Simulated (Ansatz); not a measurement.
Molecule: SnBr (charge 0, doublet). SMILES: [Sn][Br]
Structure (B3LYP-D3(BJ)/def2-TZVP (Ansatz, a quantum-chemistry and plane-wave program) minimum search):
```xyz
2

Sn     0.0000     0.0000    -1.0486
Br     0.0000     0.0000     1.4979
```
Charge 0, spin multiplicity 2.

Quantity: size of the dipole moment, in D. Set-up: UHF or UKS for open shells; LANL2DZ with its own core potentials from Na on; spin-orbit terms left out; def2 sets with scalar-relativistic core potentials past Kr; STO-3G and 3-21G all-electron and non-relativistic. First-principles rows: single points at B3LYP-D3(BJ) geometries (Ansatz). The spin state of an ion or metal species was assumed, not searched.

```tsv
level	program	size of the dipole moment (D)
B3LYP/STO-3G	Ansatz	1.93
B3LYP/3-21G	Ansatz	2.38
B3LYP/LANL2DZ	Ansatz	3.13
B3LYP/def2-SVP	Ansatz	2.51
```

No value to compare with is used here. The 4 habitual levels span 1.93 (B3LYP/STO-3G) to 3.13 D (B3LYP/LANL2DZ).

The sets are all those run for this method; runs whose electronic state is in doubt are left out.
